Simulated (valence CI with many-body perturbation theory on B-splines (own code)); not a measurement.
## Forbidden lines of Cd XXV

Method: relativistic CI+MBPT: six valence electrons over a frozen Dirac-Fock core [Ar], a basis of 7 s, 7 p, 8 d, 6 f, 4 g, 1 h functions for each j, with the one-electron correlation potential Σ1, the two-electron term Σ2, the three-electron term Σ3, Breit, model QED; selected CI, second order for the rest, scaled by the run's own slope (own B-spline code, finite nucleus).

No measured levels were compared; by estimate terms of the open shell hold to 2 to 4 % of their energy, and close levels can change places. Core correlation moves these levels by up to 11000 cm⁻¹, and in measured spectra 5 to 20 % of such shifts remained as error; rates that hang on mixing are uncertain with them. Among the levels kept, up to 920 cm⁻¹ of a level comes from second order outside the variational space, and about a tenth of that is noise between levels of different J, which matters for small intervals. Only levels of the ground parity were solved; by the run's estimate the other parity begins above the list, which can be wrong where configurations are misplaced.

Lines 1 to 50 of 120 in falling wavelength, among levels below 497440 cm⁻¹, chosen from the decays that carry over 1 % of a level's rate. Wavelengths and rates use the calculated energies, so an error of 3000 cm⁻¹ moves a line at 6011 Å by 18 % and its rate by three times that or more. Electric multipoles are in the length gauge, E1 and E2 with the static RPA response of the core. S is in atomic units (e²a₀⁴ for E2 and M2, e²a₀⁶ for E3), for M1 in squared Bohr magnetons. Weak lines are less certain than strong ones. Lines between different terms over intervals too small for the method are left out, as are lines whose strength nearly cancels. Where a level lies close to another of its J and parity, the split of strength between their lines is uncertain.

Names give the largest LS component (configuration and term), which can be under half, so a name can repeat, a term be missing and a line seem to break the LS rules; names also repeat where a configuration has a term twice. Letters in brackets count levels of one name in rising energy.

```csv
λ vac (Å),Upper,Lower,Type,A (s⁻¹),S (a.u.)
6011,3d6 3G_5,3d6 3H_4 [b],M1,5.33e+01,4.72e+00
4990,3d6 3G_3,3d6 3G_4,M1,1.50e+02,4.85e+00
4712,3d6 3H_6,3d6 3H_4 [a],E2,1.67e-05,4.50e-04
4575,3d6 3H_5,3d6 3H_4 [a],M1,1.18e+02,4.62e+00
4128,3d6 5D_1,3d6 5D_2 [a],M1,8.66e+02,6.78e+00
4120,3d6 5D_0,3d6 5D_2 [a],E2,2.34e-03,2.48e-03
4038,3d6 3H_4 [b],3d6 3F_3 [a],M1,1.09e+02,2.40e+00
3303,3d6 5D_2 [a],3d6 5D_4,E2,2.07e-03,3.63e-03
2946,3d6 3P_0 [a],3d6 3D_1,M1,3.63e+02,3.44e-01
2751,3d6 3P_1 [a],3d6 3D_2,M1,7.94e+02,1.84e+00
2613,3d6 5D_3,3d6 5D_4,M1,1.72e+03,7.98e+00
2563,3d6 3G_4,3d6 3F_3 [a],M1,6.56e+01,3.69e-01
2562,3d6 3P_1 [a],3d6 3D_1,M1,5.49e+02,1.03e+00
2556,3d6 3D_2,3d6 3F_2 [a],M1,1.84e+02,5.71e-01
2412,3d6 3F_3 [a],3d6 3H_4 [a],M1,8.27e+02,3.01e+00
2377,3d6 1G_4 [a],3d6 3D_3,M1,9.83e+01,4.41e-01
2368,3d6 3D_2,3d6 3F_3 [a],M1,5.05e+02,1.24e+00
2343,3d6 3H_4 [a],3d6 5D_3,M1,1.18e+02,5.07e-01
2278,3d6 1F_3,3d6 3G_4,M1,2.08e+02,6.38e-01
2254,3d6 3H_4 [b],3d6 3H_5,M1,4.37e+02,1.67e+00
2161,3d6 1D_2 [a],3d6 3D_3,M1,4.93e+02,9.21e-01
1975,3d6 3P_1 [a],3d6 1S_0 [a],M1,7.12e+02,6.10e-01
1963,3d6 3D_1,3d6 5D_2 [b],M1,2.43e+03,2.04e+00
1956,3d6 3D_3,3d6 3F_2 [a],M1,4.46e+02,8.66e-01
1936,3d6 3P_1 [b],3d6 3P_0 [a],M1,1.53e+03,1.24e+00
1865,3d6 3D_2,3d6 5D_2 [b],M1,1.47e+02,1.76e-01
1822,3d6 1G_4 [a],3d6 3G_5,M1,4.53e+02,9.14e-01
1787,3d6 3G_3,3d6 3F_2 [a],M1,6.88e+02,1.02e+00
1770,3d6 5D_2 [b],3d6 5D_1,M1,2.08e+03,2.14e+00
1746,3d6 1G_4 [a],3d6 3G_4,M1,2.88e+02,5.11e-01
1720,3d6 1F_3,3d6 3H_4 [b],M1,4.62e+01,6.10e-02
1716,3d6 1D_2 [a],3d6 3D_2,M1,1.80e+02,1.69e-01
1706,3d6 3G_4,3d6 3H_5,M1,1.64e+03,2.72e+00
1693,3d6 3G_3,3d6 3F_3 [a],M1,2.11e+03,2.66e+00
1650,3d6 3F_4,3d6 1F_3,M1,9.14e+02,1.37e+00
1641,3d6 1D_2 [a],3d6 3D_1,M1,6.36e+02,5.21e-01
1639,3d6 3G_5,3d6 3H_5,M1,1.28e+03,2.29e+00
1623,3d6 3G_5,3d6 3H_6,M1,2.56e+03,4.46e+00
1547,3d6 3F_2 [b],3d6 1F_3,M1,3.03e+03,2.08e+00
1524,3d6 3D_3,3d6 5D_2 [b],M1,1.67e+03,1.53e+00
1510,3d6 3H_4 [b],3d6 3H_4 [a],M1,5.21e+03,5.99e+00
1398,3d6 1G_4 [a],3d6 3H_4 [b],M1,2.76e+03,2.51e+00
1375,3d6 5D_2 [b],3d6 5D_3,M1,8.47e+03,4.08e+00
1325,3d6 3P_1 [a],3d6 3F_2 [a],M1,1.23e+03,3.18e-01
1253,3d6 1F_3,3d6 3F_2 [a],M1,2.56e+02,1.31e-01
1243,3d6 3G_4,3d6 3H_4 [a],M1,3.72e+02,2.38e-01
1239,3d6 5D_2 [b],3d6 5D_2 [a],M1,4.85e+02,1.71e-01
1235,3d6 3H_4 [a],3d6 5D_4,M1,4.35e+03,2.73e+00
1224,3d6 1I_6,3d6 3H_5,M1,1.05e+03,9.31e-01
1214,3d6 1I_6,3d6 3H_6,M1,2.48e+03,2.14e+00
```
